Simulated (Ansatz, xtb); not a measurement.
Two structures of CH5GaMgSe

We compare X, `[CH3][Ga]([MgH])[SeH]`, a singlet, with Y, a singlet given by its coordinates. Both are isolated molecules in the gas phase, relaxed with r2SCAN-D4/def2-SVP; the shapes shown needn't be the lowest conformers.

X (Å):

```csv
atom,x (Å),y (Å),z (Å)
C,0.3903,1.2958,0.7571
Ga,1.3006,0.2935,-0.6912
Mg,3.3630,0.6065,-2.2995
Se,0.2014,-1.7707,-1.0699
H,-0.6560,1.4895,0.4666
H,0.8723,2.2572,0.9895
H,0.3691,0.6824,1.6735
H,4.6978,0.7900,-3.3522
H,-0.8349,-1.5843,-0.0384
```

Y (Å):

```
atom    x (Å)    y (Å)    z (Å)
   C   1.9409  -1.1148   1.1723
  Ga   0.3880  -0.2975   0.2543
  Mg  -1.1565   1.5194  -0.9198
  Se   1.2746   2.3019  -0.2009
   H   2.8225  -1.0810   0.5097
   H   2.1914  -0.5332   2.0760
   H   1.7537  -2.1603   1.4631
   H   0.7786   2.5874   1.1589
   H  -2.5788   2.0750  -1.6747
```

Close contacts (Å): C1–Ga2 1.98, Ga2–Mg3 2.66, Ga2–Se4 2.78, Mg3–Se4 2.65, C1–H5 1.10, C1–H6 1.10, C1–H7 1.10, Mg3–H9 1.70, Se4–H8 1.48.

Problem. Estimate E(Y) − E(X) at the level CCSD(T)/def2-SVP + ΔMP2/def2-TZVPP.

Solution. Calculated at CCSD(T)/def2-SVP + ΔMP2/def2-TZVPP: E(Y) − E(X) = +2.6 kcal/mol, so structure X lies lower.

The same difference at several levels:

| level | geometry | E(Y) − E(X) (kcal/mol) | departure from the last row (kcal/mol) | job, with rough time for the two |
| --- | --- | --- | --- | --- |
| r2SCAN-D4/def2-SVP | r2SCAN-D4/def2-SVP | +1.2 | −1.3 | optimisation, 2.1 min |
| HF/def2-SVP | r2SCAN-D4/def2-SVP | +4.0 | +1.5 | part of the CCSD(T) run |
| MP2/def2-SVP | r2SCAN-D4/def2-SVP | +2.7 | +0.1 | part of the CCSD(T) run |
| CCSD(T)/def2-SVP | r2SCAN-D4/def2-SVP | +2.1 | −0.5 | single point |
| CCSD(T)/def2-SVP + ΔMP2/def2-TZVPP | r2SCAN-D4/def2-SVP | +2.6 |  | single point, 59 s |

None of the levels shown reverses the order. The largest departure from CCSD(T)/def2-SVP + ΔMP2/def2-TZVPP is that of HF/def2-SVP, 1.5 kcal/mol. Levels run at GFN2-xTB geometries aren't shown. The last row adds to CCSD(T) the change of the MP2 difference between the two basis sets, here +0.5 kcal/mol.

With harmonic frequencies from r2SCAN-D4/def2-SVP (ideal gas, rigid rotor, one conformer each, 298.15 K, 1 atm): on the last row, ΔE + ΔZPE = +2.0 kcal/mol. A mode under 50 cm⁻¹ makes harmonic enthalpies and free energies unreliable, so none is given.

The correlated steps freeze 20 core orbitals; the filled d shell of Ga and Se is correlated; the last core shell of Mg is correlated, in a basis made for valence electrons. Run with Ansatz 0.2.0; the last row on 2 threads of Arm Neoverse V2 on a shared host.
